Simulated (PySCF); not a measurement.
## EPR parameters of C6H6F3O

Compound: C6H6F3O (doublet state).
Structure used (GFN2-xTB), in Å, numbered top down from 1:
```xyz
16
C6H6F3O angstrom
F     -3.4029   -0.7950   -0.6902
C     -2.3833   -0.1871   -0.0733
F     -2.4175   -0.6319    1.2169
F     -2.7018    1.1228    0.0159
C     -1.0904   -0.4303   -0.7286
C      0.0703    0.4131   -0.4179
C      0.7213    0.1708    0.9894
C      2.1541   -0.0448    0.6005
C      2.2605   -0.0245   -0.7203
O      1.0955    0.2131   -1.3816
H     -1.0170   -1.2312   -1.4390
H     -0.2373    1.4724   -0.4724
H      0.5889    1.0236    1.6551
H      0.2949   -0.7087    1.4740
H      2.9392   -0.1925    1.3132
H      3.1179   -0.1607   -1.3529
```

The hyperfine couplings belong to this conformer and change with its torsions.

As a line formula: `C1=CO[C@@H]([CH]C(F)(F)F)C1` [radical].

Method used: PySCF 2.14.0, UKS B3LYP, pcH-1 on C F H O, non-relativistic, mean-field spin-orbit, GIAO. The structure is a single GFN2-xTB conformer in the gas phase; no vibrational or solvent corrections. Couplings are sensitive to structure, and on GFN2-xTB geometries they can be far from those on DFT ones. Stability of the SCF solution: not tested.

```json
{
 "g1, g2, g3": "2.00213, 2.00249, 2.00272",
 "g_iso": "2.00244",
 "Form of g": "rhombic: the two nearest values differ by 39 % of g3 − g1",
 "⟨S²⟩": "0.7536 (exact 0.7500)",
 "α and β electrons": "39, 38",
 "HOMO–LUMO gap, α and β orbitals": "6.64, 3.25 eV"
}
```

Hyperfine couplings atom by atom, in 10⁻⁴ cm⁻¹; T1 to T3 are the principal values of the dipolar part; ρ(0) is the spin density at the nucleus (1 × 10⁻⁴ cm⁻¹ = 2.998 MHz):

```tsv
atom	isotope	a_iso	T1	T2	T3	Mulliken spin population	ρ(0) (bohr⁻³)
F1	19F	3.5	-8.3	-6.0	14.2	0.01	0.0025
C2	13C	-13.3	-1.1	0.4	0.7	-0.03	-0.0354
F3	19F	47.7	-27.0	-25.5	52.5	0.03	0.0340
F4	19F	15.1	-14.2	-13.7	28.0	0.01	0.0108
C5	13C	28.7	-26.9	-26.7	53.6	1.00	0.0767
C6	13C	-11.8	-0.8	0.1	0.7	-0.08	-0.0313
C7	13C	20.5	-2.3	-2.1	4.4	0.05	0.0548
C8	13C	0.6	-0.4	-0.2	0.6	0.00	0.0017
C9	13C	-0.4	-0.2	-0.1	0.3	0.00	-0.0012
O10	17O	0.3	-0.7	0.2	0.5	0.00	-0.0015
H11	1H	-22.0	-12.7	-0.4	13.1	-0.04	-0.0147
H12	1H	32.2	-1.8	-1.4	3.2	0.04	0.0216
H13	1H	-0.9	-1.3	-0.7	2.0	0.00	-0.0006
H14	1H	-1.5	-2.2	-0.4	2.6	0.00	-0.0010
H15	1H	2.8	-0.4	-0.3	0.7	0.00	0.0019
H16	1H	0.0	-0.3	-0.3	0.6	0.00	0.0000
```

Largest spin populations (Mulliken): C5 (+1.00) and C6 (-0.08). C5 is the only atom above +0.15. The angles at C5 add up to 360.0°, so it is planar; its axial dipolar tensor and the negative coupling of its proton fit spin in a p orbital normal to that plane.

Under fast tumbling the dipolar parts average out, and these isotropic splittings remain: 1 × 1H (H12, I = 1/2, 2 lines) with 3.44 mT, 3 × 19F (F1/F3/F4, I = 1/2, 4 lines) with 2.36 mT, 1 × 1H (H11, I = 1/2, 2 lines) with 2.35 mT, 1 × 1H (H15, I = 1/2, 2 lines) with 0.30 mT, 1 × 1H (H14, I = 1/2, 2 lines) with 0.16 mT and 1 × 1H (H13, I = 1/2, 2 lines) with 0.10 mT.

Nuclei that the bonding pattern makes equivalent are averaged, as if the motion that swaps them (rotation, inversion, ring flip) were fast. The three 19F nuclei of mean +66.3 MHz run from 10.5 to 143.1 MHz in the frozen geometry.

The 13C coupling of C5 (86.2 MHz) shows only in satellite lines or after enrichment, since that isotope makes up about 1.07 % of natural carbon.
